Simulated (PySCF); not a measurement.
Geometries of 4 isomers of C3H9B, from PBE0-D3(BJ)/def2-SVP geometry optimisation, gas phase (PySCF). One conformer each, no zero-point energy, no frequencies.

Problem. Which is lowest in electronic energy at this level?
A.
```xyz
13
angstrom
B      0.003   -0.004   -0.010
C      1.576   -0.056   -0.029
H      1.952    0.432    0.890
H      1.972    0.560   -0.856
H      2.019   -1.061   -0.090
C     -0.739    1.385   -0.003
H     -1.372    1.452    0.900
H     -1.450    1.430   -0.847
H     -0.090    2.272   -0.042
C     -0.830   -1.340    0.023
H     -1.923   -1.219    0.053
H     -0.519   -1.948    0.891
H     -0.569   -1.954   -0.858
```
B.
```xyz
13
angstrom
B      1.873    0.653    0.518
C      0.391    0.607    0.047
C     -0.397   -0.688    0.220
C     -1.826   -0.610   -0.293
H      2.429   -0.315    0.993
H      2.507    1.680    0.408
H     -0.129    1.458    0.534
H      0.402    0.925   -1.018
H      0.137   -1.507   -0.292
H     -0.402   -0.967    1.287
H     -2.364   -1.560   -0.154
H     -1.851   -0.368   -1.369
H     -2.396    0.175    0.230
```
C.
```xyz
13
angstrom
C      1.221    0.674   -0.076
B      0.558   -0.703    0.246
C     -0.975   -0.927    0.480
C     -1.909    0.276    0.451
H      2.250    0.772    0.300
H      0.632    1.563    0.196
H      1.314    0.683   -1.182
H      1.267   -1.692    0.263
H     -1.292   -1.695   -0.254
H     -1.061   -1.473    1.442
H     -2.960   -0.007    0.621
H     -1.642    1.014    1.223
H     -1.865    0.798   -0.518
```
D.
```xyz
13
angstrom
B      1.176    1.131   -0.064
H      1.766    1.468    0.941
H      1.426    1.701   -1.104
C      0.243   -0.107   -0.049
C     -0.752   -0.243   -1.198
C     -0.345   -0.520    1.297
H      1.104   -0.803   -0.266
H     -0.287   -0.021   -2.170
H     -1.591    0.460   -1.067
H     -1.184   -1.256   -1.249
H     -0.775   -1.534    1.264
H      0.408   -0.494    2.098
H     -1.158    0.165    1.589
```

Solution. A. That is BMe3, `CB(C)C`, 13.7 kcal/mol below the next.

```json
{"SMILES": "CB(C)C", "atoms numbered as above": "–", "E (Eh)": "-144.31689", "relative (kcal/mol)": "0.0", "relative (kJ/mol)": "0.0", "dipole (D)": "0.04"}
{"SMILES": "CBCC", "atoms numbered as above": "[CH3:1][BH:2][CH2:3][CH3:4]", "E (Eh)": "-144.29507", "relative (kcal/mol)": "13.7", "relative (kJ/mol)": "57.3", "dipole (D)": "0.43"}
{"SMILES": "BCCC", "atoms numbered as above": "[BH2:1][CH2:2][CH2:3][CH3:4]", "E (Eh)": "-144.27437", "relative (kcal/mol)": "26.7", "relative (kJ/mol)": "111.6", "dipole (D)": "0.70"}
{"SMILES": "[H]B([H])C(C)C", "atoms numbered as above": "–", "E (Eh)": "-144.27247", "relative (kcal/mol)": "27.9", "relative (kJ/mol)": "116.6", "dipole (D)": "0.72"}
```
